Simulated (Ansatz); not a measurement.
C2H2Si, SMILES `C1=C[Si]1` (charge 0, multiplicity 1).

These are LDA/cc-pVTZ // B3LYP-D3(BJ)/def2-TZVP run with Ansatz (a quantum-chemistry and plane-wave program) values and carry that method's errors.

Ansatz 0.2 input:
```yaml
crystal:
  periodic: [false, false, false]
  atoms:
    - { symbol: C, position_ang: [0.654184, 0.00765, 0.433112] }
    - { symbol: C, position_ang: [-0.651959, -0.073465, 0.153328] }
    - { symbol: Si, position_ang: [-0.055687, 1.650043, 0.070464] }
    - { symbol: H, position_ang: [1.426544, -0.705184, 0.693551] }
    - { symbol: H, position_ang: [-1.373077, -0.879042, 0.093867] }
basis:
  gaussian: { orbitals: cc-pVTZ }
hamiltonian:
  xc: lda
```

Output:

```
Functional definition: SPW92
723 factors; their error is unknown
mean field evaluation 1: about -9919.8196 eV, gradient 6.7e1 eV
mean field evaluation 2: about -9853.7685 eV, gradient 1.4e2 eV
mean field evaluation 4: about -9930.9570 eV, gradient 1.2e1 eV
mean field evaluation 8: about -9931.4341 eV, gradient 1.9e-1 eV
mean field evaluation 16: about -9931.4342 eV, gradient 6.7e-6 eV
mean field -9931.43418768 eV, -364.9734746294 hartree, gradient 4.7e-6 eV, S^2 0.000000; 0 other end points of the search recorded, 0 dependent functions left out
reference -9931.43421459 eV, -364.9734756184 hartree; 14, 14 occupied and 108, 108 virtual orbitals, 723 factors
Total energy: -9931.43421459 eV, -364.9734756184 hartree
```
